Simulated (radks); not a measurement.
Values are calculated unless marked as measured or tabulated.
Fractional charge and spin in the 5p shell of lanthanum: the spin-up occupation runs from 2 to 3 and the spin-down occupation from 2 to 3; the fullest corner is La+, [Kr] 4d10 5s2 5d(up 1, down 1) 5p(up 3, down 3). Code: a radial shooting solver on a logarithmic mesh with Libxc functionals. Model: scalar-relativistic Kohn-Sham, r2SCAN, spin-polarised, spherical densities, finite nucleus; meta-GGA in the generalised Kohn-Sham scheme; Fermi nuclear charge, rms radius of each element as measured or else 0.836 A^(1/3) + 0.57 fm. Energy (eV) minus the two flat planes that join the four corners (they meet along the diagonal where the two added fractions sum to one electron); zero is where a piecewise linear energy would lie.

down \ up,2,2.25,2.5,2.75,3
2,0.000,-1.012,-1.343,-1.002,0.000
2.25,-1.012,-1.273,-0.867,0.198,-0.915
2.5,-1.343,-0.867,0.264,-0.787,-1.209
2.75,-1.002,0.198,-0.787,-1.147,-0.898
3,0.000,-0.915,-1.209,-0.898,0.000

Corners above the fullest one (they belong to La2+ and the next ion): (up 3, down 2) 31.656 eV, (up 2, down 3) 31.656 eV, (up 2, down 2) 74.609 eV. With half an added electron in each spin the energy lies 0.264 eV from the planes, and with half an added electron in spin up alone -1.343 eV. The planes are only a guide here: the flat-plane condition holds for ground states with one frontier orbital, while this shell lies below other occupied shells, so the corners above the fullest one are inner-hole states and not the ground states of those ions.
